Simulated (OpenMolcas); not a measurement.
## Mo4+: moving the ligands

Mo4+ with 6 ligands (chloride) in octahedral coordination (Oh) at 2.41 Å. A charge of +0.333 e stands 2.4 Å behind each ligand. Ligand basis ANO-RCC-VDZP.

| Item | Value |
| --- | --- |
| Program | OpenMolcas |
| Method | SS-CASPT2, IPEA 0.25 Eh, imaginary shift 0.1 Eh (closed shells correlated: 4s 4p and the ligand valence shells) |
| Basis | ANO-RCC-VTZP [7s6p4d2f1g] |
| Scalar Hamiltonian | DKH2, point nucleus |
| Active space | 2 electrons in 5 orbitals (4d) |
| State averaging | 2S+1 = 3 even, 10 roots; 2S+1 = 1 even, 15 roots |
| Spin-orbit coupling | state interaction with AMFI integrals over the reference wave functions |

Runs around this geometry, states (labels of O, the rotations of Oh). Energies in cm-1 above the lowest state or level, χT in cm3 K/mol; under a threefold ground state the first gap can be a small split of the lowest multiplet, not the spin-orbit step.

```json
{"R (Å)": "2.27", "Ground state": "3T1", "First state of that spin": "3T2 28350", "First gap with spin-orbit (degeneracies)": "20 (2, 3)", "χT at 300 K": "0.427", "First state of another spin": "1T2 5250"}
{"R (Å)": "2.41", "Ground state": "3T1", "First state of that spin": "3T2 23220", "First gap with spin-orbit (degeneracies)": "30 (2, 3)", "χT at 300 K": "0.394", "First state of another spin": "1T2 5810"}
{"R (Å)": "2.54", "Ground state": "3T1", "First state of that spin": "3T2 19700", "First gap with spin-orbit (degeneracies)": "40 (2, 3)", "χT at 300 K": "0.370", "First state of another spin": "1T2 6210"}
```

Taking the first state of the same spin as R^-n, n = -ln(19700 / 28350) / ln(2.54 / 2.27) = 3.2 between the shortest and longest distance.

Roots that are degenerate in the reference are averaged as groups; the widest CASPT2 spread within a group is 1000 cm-1 (the 3-fold group of multiplicity 1 near 32600 cm-1 above the lowest state of its run, R = 2.27). Shifts and gaps below about the spread of the groups concerned are not significant. Over all roots computed the reference weight is 0.63 to 0.64 in R = 2.27, 0.63 to 0.65 in R = 2.41, 0.63 to 0.64 in R = 2.54; a low but even weight reflects the number of correlated electrons. An orbital triplet at a regular site is open to Jahn-Teller coupling, which can distort the site and quench the lowest spin-orbit gaps and is left out. Ligand-to-metal charge-transfer states are missing. With no ligand orbital active B as a rule stays too high, so bands that hang on it stand too high and its fall with covalency is understated. With one d shell and no ligand orbital active, 10Dq can be off by a tenth or more. The least metal-like active orbital is 67 % on the metal (Löwdin) and no ligand orbital is active, so the numbers are rough (holds for R = 2.27). The least metal-like active orbital is 72 % on the metal (Löwdin) and no ligand orbital is active, so the numbers are rough (holds for R = 2.41). The least metal-like active orbital is 74 % on the metal (Löwdin) and no ligand orbital is active, so the numbers are rough (holds for R = 2.54). No measured value stands beside these numbers; the geometry is a model, was not optimised and need not be the one that this ion takes.
